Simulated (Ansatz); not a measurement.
# Abstraction of H: SiH2(OH)(SiH3) + GeH(CH3)(SH) → SiH(OH)(SiH3) + GeH2(CH3)(SH)

Species: SiH2(OH)(SiH3) (disilanol), singlet; GeH(CH3)(SH), doublet; SiH(OH)(SiH3), doublet; GeH2(CH3)(SH), singlet. A radical takes H: the energy is the difference in strength between the Si–H bond broken and the Ge–H bond made.

Shapes, held fixed at every level: PBE0-D4/def2-TZVP. Flexible molecules stand in one conformer, not always the lowest. Programs: Ansatz 0.2.0. The zero-point and thermal change to 298 K, harmonic and unscaled (PBE0-D4/def2-TZVP), is -0.4 kJ/mol.

```json
{"level": "SPW92/def2-TZVPP", "kind": "LDA", "ΔH(298 K) (kJ/mol)": "+21.7", "less CCSD(T)/def2-TZVPP": "-1.1", "CPU time (sum over the molecules)": "17 s"}
{"level": "r2SCAN-D4/def2-TZVPP", "kind": "meta-GGA", "ΔH(298 K) (kJ/mol)": "+23.1", "less CCSD(T)/def2-TZVPP": "+0.3", "CPU time (sum over the molecules)": "50 s"}
{"level": "B3LYP-D4/def2-TZVPP", "kind": "global hybrid", "ΔH(298 K) (kJ/mol)": "+29.1", "less CCSD(T)/def2-TZVPP": "+6.3", "CPU time (sum over the molecules)": "49 s"}
{"level": "wB97M-V/def2-TZVPP", "kind": "range-separated hybrid", "ΔH(298 K) (kJ/mol)": "+31.6", "less CCSD(T)/def2-TZVPP": "+8.8", "CPU time (sum over the molecules)": "2.2 min"}
{"level": "wB97X-V/def2-TZVPP", "kind": "range-separated hybrid", "ΔH(298 K) (kJ/mol)": "+24.4", "less CCSD(T)/def2-TZVPP": "+1.6", "CPU time (sum over the molecules)": "1.7 min"}
{"level": "MP2/def2-TZVPP", "kind": "perturbation theory", "ΔH(298 K) (kJ/mol)": "+22.8", "less CCSD(T)/def2-TZVPP": "0.0", "CPU time (sum over the molecules)": "–"}
{"level": "CCSD/def2-SVP", "kind": "coupled cluster or CI", "ΔH(298 K) (kJ/mol)": "+22.2", "less CCSD(T)/def2-TZVPP": "-0.6", "CPU time (sum over the molecules)": "–"}
{"level": "CCSD(T)/def2-TZVPP", "kind": "coupled cluster or CI", "ΔH(298 K) (kJ/mol)": "+22.8", "less CCSD(T)/def2-TZVPP": "0.0", "CPU time (sum over the molecules)": "13 min"}
```

The highest level, CCSD(T)/def2-TZVPP, gives ΔH(298 K) = +22.8 kJ/mol; the levels span +21.7 to +31.6. The column of differences is taken from that level and isn't an error. No measured value is set beside it here. Open shells run unrestricted unless RO is named. Relativity is left out for Ge unless named. Correlated rows may include outer-core shells of Ge, which these sets cover unevenly. Times are processor times on shared x86 and Arm servers, and rough.
